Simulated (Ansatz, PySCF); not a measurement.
Breaking a bond: H6Al2O2, singlet. The O3–H10 bond (O3 also carries Al, Al; H10 carries nothing else) is varied alone, starting from the PBE0/def2-SVP optimised geometry. Each curve is given relative to its own lowest point near equilibrium.

```csv
R / Å,A,B,C,D
0.79,116.9,115.7,119.6,126.0
0.84,51.8,50.6,53.0,57.9
0.89,16.1,15.2,16.4,19.5
0.93,3.0,2.5,3.0,4.5
0.96,0.0,0.0,0.0,0.2
0.98,0.7,1.0,0.7,0.0
1.02,7.2,8.2,7.6,4.9
1.09,30.7,33.4,32.2,26.0
1.17,69.6,74.4,72.9,62.3
1.27,126.7,134.6,132.9,116.7
1.41,210.6,223.2,221.2,197.2
1.58,307.1,325.4,396.8,290.0
1.77,401.7,423.5,501.6,380.8
1.99,492.0,490.6,559.8,453.5
2.32,592.6,500.6,—,491.6
2.78,646.6,495.9,—,499.6
```

Energies in kJ/mol.

Q: Which curve belongs to which method? The methods are restricted B3LYP/6-31G*, spherical d (PySCF); unrestricted LDA (SVWN5)/6-31G*, spherical d run with PySCF 2.14.0; unrestricted PBE0/cc-pVDZ in Ansatz (a quantum-chemistry and plane-wave program); MP2 on UHF/cc-pVDZ, frozen core run with Ansatz.

A: A is RKS-B3LYP/6-31G*; B is UKS-PBE0; C is UMP2; D is UKS-LDA (SVWN5)/6-31G*.

Dashes: no converged value, or the column stops at the first point that the program doubted or that broke a chosen test of continuity, which isn't proof of a fault.

The unrestricted determinant behind UMP2 is spin-contaminated at 1.58 to 2.78 Å (<S²> up to 1.0, against 0.00 for a pure singlet). The unrestricted determinant behind UKS-PBE0 is spin-contaminated at 1.77 to 2.78 Å (<S²> up to 1.0, against 0.00 for a pure singlet). The unrestricted determinant behind UKS-LDA (SVWN5)/6-31G* is spin-contaminated at 1.99 to 2.78 Å (<S²> up to 1.0, against 0.00 for a pure singlet). The restricted form behind RKS-B3LYP/6-31G* keeps the bonding electrons paired and can't separate into open-shell fragments.
